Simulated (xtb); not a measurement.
BiCl$_{2}$, charge +1, singlet, at a GFN2-xTB geometry (such geometries of metal compounds can be far from the true shape), atoms displaced at random by about 0.05 Å a coordinate.

The xtb input:
```
$ xtb mol.xyz --gfn 2 --chrg 1 --opt --json

# file mol.xyz
3

Bi     0.27233599     0.00642544     0.35603583
Cl     0.53681646     0.34854835    -1.99316321
Cl    -2.08631718    -0.26198631     0.20227809
```

**Question.** Estimate the total energy at the end of the optimisation that GFN2-xTB in xtb returns for this input.

**Answer.** -11.0513 Eh

**Question.** Predict the HOMO-LUMO gap from GFN2-xTB.

**Answer.** 1.60 eV
